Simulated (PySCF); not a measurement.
SbH₆⁻: trigonal twist

All numbers come from PBE0 in PySCF with Sb def2-TZVPD with ECP28, H def2-TZVPD; scalar-relativistic core potentials, no spin–orbit coupling; density-fitted integrals.

Rigid scan from the singlet minimum (Sb–H 1.799 Å (×6); H–Sb–H 90.0° (×12), H–Sb–H 180.0° (×3)). Coordinate: D3 path, twist of the two triangles (60 octahedral, 0 prismatic), bonds and polar angle fixed. Energies in kJ/mol from the minimum.

(1) Predict the curve at 0, 10, 20, 30, 40, 50, 60.

Answers

(1) 
| twist angle (°) | E (kJ/mol) |
| --- | --- |
| 0 | 174.0 |
| 10 | 159.8 |
| 20 | 123.6 |
| 30 | 78.6 |
| 40 | 37.6 |
| 50 | 9.8 |
| 60 | 0.0 |

With the bonds held, the prismatic shape lies 174.0 kJ/mol from the minimum.
